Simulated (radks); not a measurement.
Question: These are the eigenvalues of the occupied orbitals of an atom or ion with whole-number occupations (hartree). All-electron calculation, Dirac Kohn-Sham, LDA (Slater exchange, VWN5 correlation), spin-unpolarised, spherical densities, finite nucleus; Fermi nuclear charge, rms radius of each element as measured or else 0.836 A^(1/3) + 0.57 fm. Program: a radial shooting solver on a logarithmic mesh with Libxc functionals.

| orbital | eigenvalue |
|---|---|
| 1s1/2 | -58.19352 |
| 2s1/2 | -6.45256 |
| 2p1/2 | -5.10893 |
| 2p3/2 | -5.09085 |

Which element is it, and in what charge state? The configuration may be excited. Open shells, if any, fill j = l - 1/2 first.

Answer: Z = 13, aluminium, charge +4: Al4+ in [He] 2s2 2p5. The list shows which subshells hold electrons but not how many an open one holds; the 1s level, -58.194 hartree, gives Z - s = 10.8 by -(Z - s)^2/2, which with screening and relativity narrows Z to a few neighbours, and the depths of the outer levels then fix element, charge and occupations together.
